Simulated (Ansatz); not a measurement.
Basis-set extrapolation for C$_{2}$H$_{5}$NSi (`C1=C[SiH2]N1`) (PBE0-D4/def2-TZVP geometry, frozen core, the Gaussian-basis code of Ansatz). Multiplicity 1, RHF reference.

|  | def2-TZVPP | def2-QZVPP |
| --- | --- | --- |
| HF | -422.057445 | -422.072892 |
| MP2 correlation | -0.644020 | -0.688075 |
| CCSD(T) correlation | -0.706205 | not run |

Energies in hartree. Use E(X) = E(∞) + A·exp(−7.88·√X) for Hartree–Fock and E(X) = E(∞) + B·X^(−2.97) for correlation, with X = 3 and 4, and add CCSD(T) minus MP2 of the smaller set to the MP2 limit.

What is the CCSD(T) energy at the basis-set limit?

HF limit: -422.072892 + (-0.015447) × 0.13774 = -422.07502. MP2 limit: -0.688075 + (-0.044055) × 0.74074 = -0.72071. Higher-order term: -0.706205 − (-0.644020) = -0.06218. Total: -422.85791 hartree, 59.1 kcal/mol below CCSD(T)/def2-TZVPP.
